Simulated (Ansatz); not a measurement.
One change: `[CH3][In]([Cl])[SeH]` becomes `[CH3][In]([Cl])[Br]`.

Ansatz, PBE0-D4/def2-TZVP geometries, multiplicity 1. Each molecule was computed in one conformer, which needn't be the lowest.

Elements past krypton have def2 core potentials. Scalar relativity is left out up to krypton.

| property | `[CH3][In]([Cl])[SeH]` |
| --- | --- |
| HOMO–LUMO gap (PBE0/def2-TZVPP) / eV | 5.98 |
| HOMO–LUMO gap (B3LYP/def2-TZVPP) / eV | 5.44 |
| HOMO energy (B3LYP/def2-TZVPP) / eV | -7.08 |
| HOMO energy (PBE0/def2-TZVPP) / eV | -7.32 |
| HOMO–LUMO gap (PBE/def2-TZVPP) / eV | 4.02 |
| LUMO energy (B3LYP/def2-TZVPP) / eV | -1.64 |

(1) What does the change do to each property? (Best estimate.)

## Answers

(1) Computed: 
```json
{"property": "HOMO–LUMO gap (PBE0/def2-TZVPP) / eV", "`[CH3][In]([Cl])[Br]`": "6.52", "shift": "0.54"}
{"property": "HOMO–LUMO gap (B3LYP/def2-TZVPP) / eV", "`[CH3][In]([Cl])[Br]`": "5.94", "shift": "0.50"}
{"property": "HOMO energy (B3LYP/def2-TZVPP) / eV", "`[CH3][In]([Cl])[Br]`": "-7.95", "shift": "-0.87"}
{"property": "HOMO energy (PBE0/def2-TZVPP) / eV", "`[CH3][In]([Cl])[Br]`": "-8.22", "shift": "-0.90"}
{"property": "HOMO–LUMO gap (PBE/def2-TZVPP) / eV", "`[CH3][In]([Cl])[Br]`": "4.40", "shift": "0.38"}
{"property": "LUMO energy (B3LYP/def2-TZVPP) / eV", "`[CH3][In]([Cl])[Br]`": "-2.01", "shift": "-0.37"}
```

With PBE0 the HOMO falls by 0.90 eV and the LUMO falls by 0.36 eV, so the gap widens by about 0.54 eV. PBE moves the HOMO by -0.76 eV and ωB97M-V by -0.93 eV.

B3LYP here is the variant with VWN-RPA as its local correlation; programs differ in this.

Spin–orbit coupling is left out; it splits and shifts lone-pair levels of the heavy atoms by tenths of an eV.
